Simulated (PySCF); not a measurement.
## Working out the ionisation energy of Cr²⁺

Cr²⁺ [Ar] 3d4 (5D) → Cr³⁺ [Ar] 3d3 (4F). All numbers are calculated (PySCF 2.14, the non-relativistic Hamiltonian (point nucleus), in def2-SVP). Frozen: [Ar]. Energies in hartree (1 hartree = 27.21139 eV):

```csv
part,Cr²⁺ (lower),Cr³⁺ (upper)
UHF,-1042.419866,-1041.286611
MP2 opposite-spin,0.000000,0.000000
MP2 same-spin,-0.019570,-0.006522
```

Question: What does Hartree-Fock give?

Answer: (-1041.286611) − (-1042.419866) = 1.133255 hartree = 30.837 eV.

Question: What do MP2 and SCS-MP2 (6/5 opposite-spin, 1/3 same-spin) give?

Answer: The opposite-spin parts differ by 0.000 eV and the same-spin parts by 0.355 eV. MP2: 30.837 + (0.000) + (0.355) = 31.192 eV. SCS-MP2: 30.837 + 1.2 × (0.000) + (0.355)/3 = 30.955 eV.

Reference: 30.959 ± 0.025 eV (measured; NIST Atomic Spectra Database, ionization energies), between the lowest levels; spin-orbit coupling is absent from the calculation.

The calculation is non-relativistic.

A double-zeta basis recovers only part of the correlation energy.

What remains against the reference includes basis incompleteness, the frozen core and correlation beyond second order.
